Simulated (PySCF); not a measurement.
**Relaxation of doublet HAsN**

Method: UPBE0/[As def2-TZVP, N def2-TZVP, H def2-TZVP], no relativity, density fitting, PySCF. A (50,194) grid was used.

A start displaced from a saddle point along its imaginary mode, of Cs symmetry, held to at least that symmetry:

```xyz
3
charge 0 multiplicity 2, angstrom
As   -0.0022    0.0022    0.2410
N     0.0055   -0.0055   -1.4140
H     0.0847   -0.0850    1.7275
```

Optimiser trace:
| step | E − E(last) (kJ/mol) | largest gradient (Eh/bohr) |
| --- | --- | --- |
| 0 | 226.63 | 0.04975 |
| 1 | 125.02 | 0.03516 |
| 2 | 57.05 | 0.03684 |
| 3 | 37.74 | 0.03296 |
| 4 | 13.87 | 0.03114 |
| 5 | 2.97 | 0.01144 |
| 6 | 0.80 | 0.01037 |
| 7 | 0.05 | 0.00280 |
| 8 | 0.00 | 0.00059 |
| 9 | 0.00 | 0.00001 |

It ends at Cs with As–H 1.547 Å, As–N 1.703 Å; H–As–N 95.7°. A frequency run shows a minimum. Other isomers or separated fragments may lie lower.

Final geometry:
```xyz
3
charge 0 multiplicity 2, angstrom
As   -0.1246    0.1250    0.1963
N     0.6190   -0.6209   -1.1415
H     0.6628   -0.6648    1.2684
```

The relaxation took 20 s on 2 threads of a shared Arm Neoverse V1 host, with 85 basis functions and 10 gradients; the process peaked at 0.82 GiB. Launch command: `OMP_NUM_THREADS=2 python axn.py task.json out`.
